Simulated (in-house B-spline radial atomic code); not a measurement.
Configurations of Sm4+, with energies counted from [Xe] (4f5/2)4. All numbers are computed (Dirac-Hartree-Fock, average of each configuration as written; Fermi nucleus of rms radius 5.0819 fm) with an all-electron radial atomic-structure program (B-spline basis), not measured. Energies include first-order Breit, QED and recoil terms.

Occupations are held fixed; configurations that lie above the ionisation limit could autoionise.

| configuration | E - E(ref) (eV) | highest orbital | its <r> (bohr) |
| --- | --- | --- | --- |
| [Xe] (4f7/2)4 | 3.0139 | 4f7/2 | 0.8282 |
| [Xe] (4f5/2)2 (4f7/2)1 (6p3/2)1 | 32.385 | 6p3/2 | 3.381 |
| [Xe] (4f5/2)3 (5f7/2)1 | 39.525 | 5f7/2 | 3.621 |
| [Xe] (4f5/2)2 (4f7/2)1 (7d3/2)1 | 48.523 | 7d3/2 | 6.991 |
| [Kr] 4d10 (4f5/2)3 (4f7/2)1 5s2 (5p1/2)1 (5p3/2)4 (8g7/2)1 | 70.629 | 8g7/2 | 17.02 |
| [Kr] (4d3/2)3 (4d5/2)6 (4f5/2)2 (4f7/2)2 5s2 5p6 (5d5/2)1 | 157.88 | 5d5/2 | 1.952 |
| [Kr] (4d3/2)3 (4d5/2)6 (4f7/2)4 5s2 5p6 (6p1/2)1 | 166.98 | 6p1/2 | 3.275 |

Q: Order these further configurations by energy, lowest first.
A. [Xe] (4f5/2)1 (4f7/2)2 (7g9/2)1
B. [Xe] (4f7/2)3 (8f5/2)1
C. [Kr] 4d10 (4f5/2)3 (4f7/2)1 5s2 (5p1/2)1 (5p3/2)4 (8p3/2)1
D. [Kr] 4d10 (4f5/2)2 (4f7/2)2 5s2 (5p1/2)2 (5p3/2)3 (5g9/2)1
E. [Kr] 4d10 (4f5/2)4 5s2 (5p1/2)1 (5p3/2)4 (6g7/2)1

A: B (55.913 eV), A (55.946 eV), D (58.808 eV), C (64.545 eV), E (64.643 eV).

Q: How far above the reference does [Kr] (4d3/2)3 (4d5/2)6 (4f5/2)1 (4f7/2)3 5s2 5p6 (9d5/2)1 lie?

A: 193.13 eV; its least bound orbital is 9d5/2 with <r> = 14.29 bohr.

Q: How far above the reference does [Kr] (4d3/2)4 (4d5/2)5 (4f7/2)4 5s2 5p6 7s1 lie?

A: 177.9 eV; its least bound orbital is 7s1/2 with <r> = 5.127 bohr.

Q: How far above the reference does [Kr] 4d10 (4f5/2)1 (4f7/2)3 5s2 (5p1/2)2 (5p3/2)3 (9g7/2)1 lie?

A: 68.685 eV; its least bound orbital is 9g7/2 with <r> = 22.1 bohr.
